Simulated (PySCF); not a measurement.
A side-by-side comparison of computed properties.

First species: C6H11NO.
SMILES: `C=C[C@@H](CC)C(N)=O`

Second species: C₈H₁₀OS.
SMILES with atom numbers: `[CH3:1][S@@:2](=[O:3])[CH2:4][c:5]1[cH:6][cH:7][cH:8][cH:9][cH:10]1` (hydrogens: H11, H12, H13 on C1; H14, H15 on C4; H16 on C6; H17 on C7; H18 on C8; H19 on C9; H20 on C10)

Geometry (PBE0-D3(BJ)/def2-SVP, Å), atoms numbered from 1 in this order:
```
atom  x, y, z in Å
C1     2.2725    0.5586   -1.2786
S2     2.0883   -1.1840   -0.8162
O3     3.4472   -1.6432   -0.3768
C4     1.1209   -0.9113    0.7332
C5    -0.2385   -0.3643    0.4560
C6    -0.5717    0.9545    0.7877
C7    -1.8249    1.4743    0.4702
C8    -2.7617    0.6824   -0.1922
C9    -2.4399   -0.6316   -0.5313
C10   -1.1885   -1.1504   -0.2102
H11    1.2950    1.0098   -1.4977
H12    2.7876    1.0796   -0.4586
H13    2.9065    0.5637   -2.1752
H14    1.7416   -0.2646    1.3707
H15    1.0992   -1.9183    1.1763
H16    0.1612    1.5782    1.3066
H17   -2.0707    2.5035    0.7422
H18   -3.7441    1.0888   -0.4434
H19   -3.1698   -1.2581   -1.0493
H20   -0.9389   -2.1800   -0.4805
```

Levels: CAM-B3LYP/def2-SVPD for dipole moment, HOMO energy, LUMO energy, HOMO–LUMO gap, static isotropic polarisability and electronic spatial extent ⟨r²⟩ about the centre of nuclear charge; TDDFT CAM-B3LYP/def2-SVPD for lowest singlet excitation; PBE0-D3(BJ)/def2-SVP for rotational constant A and rotational constant C. Geometries: PBE0-D3(BJ)/def2-SVP. Each structure is a single optimised conformer of the isolated species, non-relativistic unless stated. Electronic properties by PySCF.

Dipoles, sizes and rotational constants follow the conformer. The torsions of the flexible species, by atom-mapped SMILES:
- `[CH2:1]=[CH:2][C@@H:3]([CH2:4][CH3:5])[C:6]([NH2:7])=[O:8]`: C1–C2–C3–C4 121°, C2–C3–C4–C5 -164°, C2–C3–C6–N7 53°, H–N7–C6–C3 -176°, H–N7–C6–C3 -12°
- `[CH3:1][S@@:2](=[O:3])[CH2:4][c:5]1[cH:6][cH:7][cH:8][cH:9][cH:10]1`: C1–S2–C4–C5 67°, S2–C4–C5–C6 -110°

Values for the first species:

| Item | Value |
| --- | --- |
| Dipole moment | 3.49 D |
| HOMO energy | -8.66 eV |
| LUMO energy | 0.80 eV |
| HOMO–LUMO gap | 9.46 eV |
| Lowest singlet excitation | 5.55 eV |
| Static isotropic polarisability | 84.9 au |
| Electronic spatial extent ⟨r²⟩ about the centre of nuclear charge | 1109 bohr² |
| Rotational constant A | 2.326 GHz |
| Rotational constant C | 1.125 GHz |

(1) Estimate the same properties for the second species, and the change in each.

Results:

(1) 
| property | first | second | second less first |
| --- | --- | --- | --- |
| dipole moment | 3.49 D | 4.70 D | +1.21 D |
| HOMO energy | -8.66 eV | -7.98 eV | +0.68 eV |
| LUMO energy | 0.80 eV | 0.15 eV | -0.65 eV |
| HOMO–LUMO gap | 9.46 eV | 8.13 eV | -1.33 eV |
| lowest singlet excitation | 5.55 eV | 5.30 eV | -0.25 eV |
| static isotropic polarisability | 84.9 au | 118.4 au | +33.5 au |
| electronic spatial extent ⟨r²⟩ about the centre of nuclear charge | 1109 bohr² | 1943 bohr² | +834 bohr² |
| rotational constant A | 2.326 GHz | 2.836 GHz | +0.510 GHz |
| rotational constant C | 1.125 GHz | 0.597 GHz | -0.528 GHz |

On the first: The principal polarisabilities are 69.9, 82.0 and 102.8 au; their mean is the isotropic value.

On the second: The principal polarisabilities are 88.8, 113.6 and 152.8 au; their mean is the isotropic value. A dipole of 4.70 D is allowed in C1, and pure rotational transitions are dipole-allowed.
